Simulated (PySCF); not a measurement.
AlF2, SMILES [F][Al][F], multiplicity 2. Atoms are numbered in the order given.

```xyz
3

Al     0.0000     0.0000     0.4856
F      0.0000    -1.4260    -0.3507
F      0.0000     1.4260    -0.3507
```
Charge 0, spin multiplicity 2.

The structure is a stationary point at ωB97X-D3(BJ)/def2-TZVP. The spin state was assumed, not searched. The isomer is the one that the SMILES or the coordinates give; other isomers of the formula were not compared.

Two levels are set side by side: PBE/pcH-1 (PySCF) and PBE0/pcH-1 (PySCF). Contact hyperfine couplings, same geometry. Differences are taken from unrounded values.

```csv
quantity,PBE0,PBE,PBE minus PBE0
"A(iso) of 27Al, atom Al1 (MHz)",1610.3,1547.6,-62.7
"A(iso) of 19F, atom F2 (MHz)",373.5,353.2,-20.3
"A(iso) of 19F, atom F3 (MHz)",373.5,353.2,-20.3
```

Rough cost on one machine, each run with all the roots and properties that it gave: PBE0 against PBE within a factor of 2.
